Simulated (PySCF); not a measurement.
C5H9N3S.
Numbering: `[CH3:1][S:2][c:3]1[n:4][n:5]([CH3:6])[n:7][c:8]1[CH3:9]` (hydrogens: H10, H11, H12 on C1; H13, H14, H15 on C6; H16, H17, H18 on C9)

The same species was optimised twice, with GFN2-xTB and with PBE0-D3(BJ)/def2-SVP (PySCF), and the same property calculations (PySCF, gas phase) were run on both structures.

```json
{"coordinate": "C1–S2 (Å)", "GFN2-xTB": "1.814", "PBE0-D3(BJ)/def2-SVP": "1.803", "change": "-0.011"}
{"coordinate": "N5–C6 (Å)", "GFN2-xTB": "1.430", "PBE0-D3(BJ)/def2-SVP": "1.437", "change": "+0.007"}
{"coordinate": "S2–C3 (Å)", "GFN2-xTB": "1.739", "PBE0-D3(BJ)/def2-SVP": "1.746", "change": "+0.007"}
{"coordinate": "N7–C8 (Å)", "GFN2-xTB": "1.325", "PBE0-D3(BJ)/def2-SVP": "1.330", "change": "+0.005"}
{"coordinate": "C3–C8 (Å)", "GFN2-xTB": "1.412", "PBE0-D3(BJ)/def2-SVP": "1.417", "change": "+0.005"}
{"coordinate": "C8–C9 (Å)", "GFN2-xTB": "1.481", "PBE0-D3(BJ)/def2-SVP": "1.485", "change": "+0.004"}
{"coordinate": "N4–N5 (Å)", "GFN2-xTB": "1.319", "PBE0-D3(BJ)/def2-SVP": "1.321", "change": "+0.002"}
{"coordinate": "N5–N7 (Å)", "GFN2-xTB": "1.314", "PBE0-D3(BJ)/def2-SVP": "1.314", "change": "0.000"}
{"coordinate": "C3–N4 (Å)", "GFN2-xTB": "1.329", "PBE0-D3(BJ)/def2-SVP": "1.329", "change": "0.000"}
{"coordinate": "N4–N5–N7 (°)", "GFN2-xTB": "114.7", "PBE0-D3(BJ)/def2-SVP": "115.7", "change": "+1.0"}
{"coordinate": "S2–C3–C8 (°)", "GFN2-xTB": "127.7", "PBE0-D3(BJ)/def2-SVP": "126.8", "change": "-0.9"}
{"coordinate": "N5–N7–C8 (°)", "GFN2-xTB": "105.7", "PBE0-D3(BJ)/def2-SVP": "104.9", "change": "-0.8"}
{"coordinate": "N7–C8–C9 (°)", "GFN2-xTB": "124.5", "PBE0-D3(BJ)/def2-SVP": "123.7", "change": "-0.8"}
{"coordinate": "S2–C3–N4 (°)", "GFN2-xTB": "123.9", "PBE0-D3(BJ)/def2-SVP": "124.6", "change": "+0.7"}
{"coordinate": "C3–N4–N5 (°)", "GFN2-xTB": "104.4", "PBE0-D3(BJ)/def2-SVP": "103.8", "change": "-0.6"}
{"coordinate": "C3–C8–C9 (°)", "GFN2-xTB": "128.7", "PBE0-D3(BJ)/def2-SVP": "129.3", "change": "+0.6"}
{"coordinate": "C6–N5–N7 (°)", "GFN2-xTB": "122.9", "PBE0-D3(BJ)/def2-SVP": "122.3", "change": "-0.6"}
{"coordinate": "C1–S2–C3–N4 (°)", "GFN2-xTB": "0", "PBE0-D3(BJ)/def2-SVP": "2", "change": "+2"}
```

Rotational constants: A = 2085, B = 1145, C = 749.7 MHz (GFN2-xTB) against A = 2088, B = 1133, C = 745.0 MHz (PBE0-D3(BJ)/def2-SVP).

On the GFN2-xTB structure: HOMO (eV) -6.06 [PBE0/pcSseg-1]; LUMO (eV) 0.13 [PBE0/pcSseg-1]; dipole (D) 1.49 [PBE0/pcSseg-1]; GIAO shielding of C1 (ppm) 167.5 [PBE0/pcSseg-1]; GIAO shielding of S2 (ppm) 546.4 [PBE0/pcSseg-1]; GIAO shielding of C3 (ppm) 37.6 [PBE0/pcSseg-1]; GIAO shielding of N4 (ppm) -83.0 [PBE0/pcSseg-1]; GIAO shielding of N5 (ppm) 9.0 [PBE0/pcSseg-1]; GIAO shielding of C6 (ppm) 145.7 [PBE0/pcSseg-1]; GIAO shielding of N7 (ppm) -97.6 [PBE0/pcSseg-1]; GIAO shielding of C8 (ppm) 43.4 [PBE0/pcSseg-1].

What do these properties become on the PBE0-D3(BJ)/def2-SVP structure?

```
                                    property          level  on GFN2-xTB  on PBE0-D3(BJ)/def2-SVP  change
                                   HOMO (eV)  PBE0/pcSseg-1        -6.06                    -6.08   -0.02
                                   LUMO (eV)  PBE0/pcSseg-1         0.13                     0.08   -0.05
                                  dipole (D)  PBE0/pcSseg-1         1.49                     1.44   -0.05
energy, GFN2-xTB geometry as zero (kcal/mol)  PBE0/pcSseg-1          0.0                     -0.5    -0.5
                  GIAO shielding of C1 (ppm)  PBE0/pcSseg-1        167.5                    166.7    -0.8
                  GIAO shielding of S2 (ppm)  PBE0/pcSseg-1        546.4                    542.8    -3.6
                  GIAO shielding of C3 (ppm)  PBE0/pcSseg-1         37.6                     36.5    -1.1
                  GIAO shielding of N4 (ppm)  PBE0/pcSseg-1        -83.0                    -82.0    +1.0
                  GIAO shielding of N5 (ppm)  PBE0/pcSseg-1          9.0                      7.1    -1.9
                  GIAO shielding of C6 (ppm)  PBE0/pcSseg-1        145.7                    143.7    -2.0
                  GIAO shielding of N7 (ppm)  PBE0/pcSseg-1        -97.6                    -98.9    -1.3
                  GIAO shielding of C8 (ppm)  PBE0/pcSseg-1         43.4                     42.0    -1.4
```

The heavy atoms differ by 0.020 Å rms after alignment. Among bonds between heavy atoms C1–S2 changes most (-0.011 Å). Changes are differences of the printed values. Neither structure is proved a minimum here.

Shape of the structure used: `[CH3:1][S:2][c:3]1[n:4][n:5]([CH3:6])[n:7][c:8]1[CH3:9]`: C1–S2–C3–N4 2°.
